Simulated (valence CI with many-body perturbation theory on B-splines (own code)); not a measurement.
# Ce35+: key properties

Computed by configuration interaction combined with many-body perturbation theory (CI+MBPT): five valence electrons over a frozen Dirac-Fock core [Ar], radial functions for each j: 7 s, 7 p, 8 d, 6 f, 4 g, 1 h, with the one-electron correlation potential Σ1 (screened to all orders), the two-electron term Σ2, the three-electron term Σ3, Breit, model QED; selected single and double excitations, second order for the rest, scaled by the run's own slope (own B-spline code, finite nucleus).

The last digits are not significant, and no measured levels were compared; by estimate large intervals hold to a few tenths of a per cent, small ones and those within an open d or f shell to about a per cent. Among the levels kept, up to 650 cm⁻¹ of a level comes from second order outside the variational space, and about a tenth of that is noise between levels of different J, which matters for small intervals. Only levels of the ground parity were solved; by the run's estimate the other parity begins above the list, which can be wrong where configurations are misplaced.

Levels are named by their leading jj configuration (3d3/2^4 stands for four electrons in 3d with j = 3/2), which in mixed levels can hold well under half, so a name can repeat and another be missing.

Rates and lifetimes use the calculated energies. Strong lines usually hold to 10 to 20 %, long lifetimes can be off by a factor of two.

(1) What is the ground level?

(2) What is the ionisation energy?

(3) How well does LS coupling describe the low levels?

Answers

(1) (3d3/2^4 3d5/2) J=5/2, composition 35 % 3d5 6S + 31 % 3d5 4P + 14 % 3d5 2D, g = 1.564.

(2) 2378.4 eV; NIST lists 2378 ± 5 eV (theoretical).

(3) Among the lowest 20 levels the leading LS term, summed over configurations, holds 50 % on average. For single configurations the figures are 50 % in LS and 86 % in jj coupling. Terms mix most in the J = 7/2 level at 270490 cm⁻¹, where the leading one holds 34 %.
